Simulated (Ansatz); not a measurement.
Cartesian coordinates in Å:
```
O -0.116 -1.808 -1.852
Al -0.064 -0.648 -0.628
C -0.594 0.067 1.035
C 0.511 0.936 0.231
H 0.409 -1.763 -2.650
H -1.538 0.588 1.183
H -0.238 -0.321 1.988
H 0.165 1.928 -0.057
H 1.465 1.021 0.750
```

Charge 0, multiplicity 1.

Task: List the B3LYP/def2-TZVPP orbital energies in eV (the Gaussian-basis code of Ansatz). (Best estimate.)

Result: Ansatz gave: Occupied: -1524.12, -520.54, -276.07, -276.07, -112.15, -72.90, -72.71, -72.69, -26.98, -19.74, -15.67, -14.14, -11.71, -11.41, -9.97, -9.43, -9.40, -7.64, -5.73. Lowest empty: -1.06, -0.47, 0.96, 1.19, 2.10, 2.28, 3.15, 3.77.

B3LYP here is the variant with VWN-RPA as its local correlation; programs differ in this.
